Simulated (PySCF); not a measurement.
SMILES C(=C)CC(=O)OC (C₅H₈O₂), GFN2-xTB optimised geometry.

```
15

C      2.14    -2.08     2.27
C      1.12    -1.83     1.46
C      1.26    -1.33     0.06
C      0.72     0.09     0.00
O      1.39     1.09    -0.02
O     -0.61     0.09     0.00
C     -1.24     1.36     0.00
H      3.16    -1.94     1.95
H      1.99    -2.43     3.27
H      0.10    -1.96     1.80
H      2.31    -1.31    -0.24
H      0.68    -1.95    -0.62
H     -0.91     1.95    -0.86
H     -2.31     1.18    -0.06
H     -1.00     1.90     0.92
```

Density from CAM-B3LYP/def2-TZVP (PySCF 2.14.0) at that geometry.

Minimum of the electron density along straight lines between bonded atoms, close to the bond critical point (lines longer than 1.1 times the sum of covalent radii, or with two minima, are not listed):

```
bond    length / Å  ρ at the minimum / e bohr⁻³  ∇²ρ there / e bohr⁻⁵  position (fraction from the first atom)
------  ----------  ---------------------------  --------------------  ---------------------------------------
C1–C2        1.319                        0.363                 -1.15                                     0.49
C2–C3        1.501                        0.259                 -0.68                                     0.50
C3–C4        1.515                        0.260                 -0.69                                     0.47
C4–O5        1.201                   (withheld)                 -0.28                                     0.34
C4–O6        1.338                   (withheld)                 -0.70                                     0.35
O6–C7        1.421                        0.251                 -0.49                                     0.65
C1–H8        1.077                        0.288                 -1.04                                     0.65
C1–H9        1.076                        0.289                 -1.05                                     0.65
C2–H10       1.082                        0.289                 -1.04                                     0.65
C3–H11       1.089                        0.283                 -1.00                                     0.65
C3–H12       1.091                        0.280                 -0.97                                     0.64
C7–H13       1.092                        0.286                 -1.03                                     0.65
C7–H14       1.087                        0.289                 -1.05                                     0.65
C7–H15       1.092                        0.286                 -1.02                                     0.65
```

**Question.** Complete the blanks.

**Answer.** 
- C4–O5, ρ at the minimum / e bohr⁻³: 0.438
- C4–O6, ρ at the minimum / e bohr⁻³: 0.315
